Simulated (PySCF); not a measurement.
Bonding in `CCCCP1C=C1[SiH3]`

Species: C6H13PSi.
Numbering: `[CH3:1][CH2:2][CH2:3][CH2:4][P:5]1[CH:6]=[C:7]1[SiH3:8]` (hydrogens: H9, H10, H11 on C1; H12, H13 on C2; H14, H15 on C3; H16, H17 on C4; H18 on C6; H19, H20, H21 on Si8)

Cartesian coordinates in Å at the GFN2-xTB level; atoms count from 1:
```xyz
21
C6H13PSi angstrom
C     -3.2290   -0.3137   -0.5536
C     -2.1677    0.2968    0.3520
C     -0.9971   -0.6529    0.5847
C      0.0919   -0.0137    1.4375
P      0.8833    1.4967    0.6242
C      1.2168    0.8332   -1.0428
C      2.2808    0.6665   -0.2924
Si     4.0218    0.0112   -0.1616
H     -2.8092   -0.5524   -1.5286
H     -3.6200   -1.2309   -0.1176
H     -4.0560    0.3780   -0.6960
H     -1.7882    1.2205   -0.0962
H     -2.6136    0.5582    1.3144
H     -1.3565   -1.5621    1.0753
H     -0.5694   -0.9458   -0.3791
H     -0.3278    0.3182    2.3912
H      0.8831   -0.7388    1.6517
H      0.8180    0.7042   -2.0254
H      4.1169   -0.7821    1.0659
H      4.2805   -0.8286   -1.3334
H      4.9324    1.1545   -0.1160
```

Bond orders from the PBE0/pcSseg-1 density (PySCF). The structure is a single GFN2-xTB conformer in the gas phase; no vibrational or solvent corrections.

Problem. Where do the orders between heavy atoms depart from those drawn in the SMILES?

Solution. The largest departure is 0.319, at C6–C7 (drawn double, 1.681). Drawn single, order below 0.88: C7–Si8 (0.870) and C7–P5 (0.858). Drawn double or triple, more than 0.30 short of the drawn order: C6–C7 (1.681).

Problem. Set the Mayer orders of the bonds between heavy atoms beside their lengths.

Solution. 
```tsv
bond	drawn as	length (Å)	Mayer order
C1–C2	single	1.523	1.070
C2–C3	single	1.525	1.021
C3–C4	single	1.524	1.041
C4–P5	single	1.889	0.916
P5–C6	single	1.825	0.918
C6–C7	double	1.313	1.681
C7–Si8	single	1.865	0.870
C7–P5	single	1.866	0.858
```

By pair of heavy elements: C–C: lowest C2–C3 (1.021, 1.525 Å), highest C6–C7 (1.681, 1.313 Å). C–P: lowest C7–P5 (0.858, 1.866 Å), highest P5–C6 and C4–P5 (0.918, 1.825 Å); in 1 of the 3 pairs the longer bond (by over 0.003 Å) has the higher order (by 0.02 or more). Bonds named together lie within 0.004.

Problem. And the bonds to hydrogen?

Solution. C–H: 0.94 to 1.00 (10 bonds); H–Si: 0.94 (3 bonds).

Problem. Sum the orders of all bonds at each heavy atom with more than one neighbour and set the sums beside the valence in the SMILES.

Solution. C1 3.973 (drawn 4), C2 3.980 (drawn 4), C3 3.950 (drawn 4), C4 3.842 (drawn 4), P5 2.692 (drawn 3), C6 3.596 (drawn 4), C7 3.409 (drawn 4), Si8 3.686 (drawn 4). Orders between atoms that aren't bonded are not in these sums.

For a closed shell the Mayer order of atoms A and B is Σ (PS)μν (PS)νμ over the basis functions μ on A and ν on B, with P the density and S the overlap matrix.
